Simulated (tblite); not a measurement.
Species: C4H7N3OSi.
Cartesian coordinates in Å at the GFN2-xTB level; atoms count from 1:
```xyz
16
C4H7N3OSi angstrom
N      3.4593    1.0657   -0.5723
C      2.5161    0.7109   -0.0290
Si     1.0111    0.0434    0.8597
N      0.5100   -1.5289    0.3855
C     -0.5572   -1.5389   -0.5984
C     -1.3566   -0.2511   -0.3777
N     -0.4257    0.7278    0.1277
C     -0.6303    2.0473    0.1604
O      0.1568    2.8041    0.6779
H      1.1063    0.2055    2.3000
H      1.0808   -2.3557    0.3943
H     -0.1580   -1.5633   -1.6210
H     -1.1911   -2.4185   -0.4561
H     -1.8214    0.0957   -1.3037
H     -2.1433   -0.4202    0.3666
H     -1.5644    2.3849   -0.3251
```

All values are computed: GFN2-xTB (tblite) harmonic vibrations without scaling, gas phase. The method is semi-empirical: single wavenumbers can be off by several per cent or more. Modes of hydrogen on silicon can be 10 to 20 % off. One conformer, not necessarily the lowest.

Harmonic wavenumbers (cm⁻¹): 55.0, 73.8, 101.4, 135.6, 177.4, 221.4, 264.9, 323.5, 331.1, 388.4, 443.3, 554.6, 583.2, 613.9, 648.5, 682.6, 722.1, 859.0, 879.8, 933.2, 989.4, 1075.7, 1121.6, 1155.6, 1175.8, 1208.5, 1255.2, 1303.6, 1342.1, 1360.3, 1402.1, 1473.2, 1493.9, 1735.5, 2358.8, 2362.4, 2780.2, 2879.7, 2914.1, 2950.9, 2964.4, 3506.2.

A = 1762, B = 1431, C = 918.6 MHz; mass 141.036 u (most abundant isotopes); point group C1, symmetry number 1.

**Question.** Zero-point energy?

**Answer.** ½Σν̃ = 24901 cm⁻¹ = 297.88 kJ/mol.

**Question.** What is S at 200 K and 1 bar for an ideal gas of classical rigid rotors and harmonic oscillators?

**Answer.** Translation 162.28, rotation 117.69, vibration 78.81: S = 358.8 J/(mol K).

**Question.** And Cp and H(200 K) − H(0)?

**Answer.** Cp = 118.89 J/(mol K), of which vibrations give 85.63 (their classical limit is 42 R = 349.2); H(200 K) − H(0) = 15.37 kJ/mol without the zero-point energy, 8.72 from vibrations.

**Question.** What must be added to the electronic energy to get the Gibbs energy at 200 K and 1 bar?

**Answer.** ZPE + [H(200 K) − H(0)] − T·S = 297.88 + 15.37 − 71.76 = 241.49 kJ/mol.

**Question.** Which modes carry the vibrational entropy at 200 K?

**Answer.** 55.0 cm⁻¹: 16.08; 73.8 cm⁻¹: 13.68; 101.4 cm⁻¹: 11.12; 135.6 cm⁻¹: 8.84; 177.4 cm⁻¹: 6.83; 221.4 cm⁻¹: 5.27 J/(mol K); the other 36 give 17.00 together.

Hindered rotation and anharmonicity are outside this model. Other conformers, if any are populated, would add a mixing term that is left out. The structure is chiral; the term R ln 2 for an equal mix with its mirror image is left out.
